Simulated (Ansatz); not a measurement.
Ansatz results at the PBE0-D4/def2-TZVP geometry: size of the dipole moment (ωB97M-V/def2-TZVPP) 1.62 D; HOMO energy (ωB97M-V/def2-TZVPP) -8.58 eV; LUMO energy (PBE0/def2-TZVPP) -0.06 eV.

(1) Which molecule gave them?
A. `OB/C=[N]/[GeH3]`
B. `FC1BS1`
C. `[CH2]1[NH][GeH2]1`
D. `[OH][GeH]([SiH3])[SH]`

Results:

(1) C. The others give `FC1BS1`: 1.40, -10.46, -1.74; `[OH][GeH]([SiH3])[SH]`: 0.44, -9.59, -0.28; `OB/C=[N]/[GeH3]`: 1.53, -9.03, -1.74.
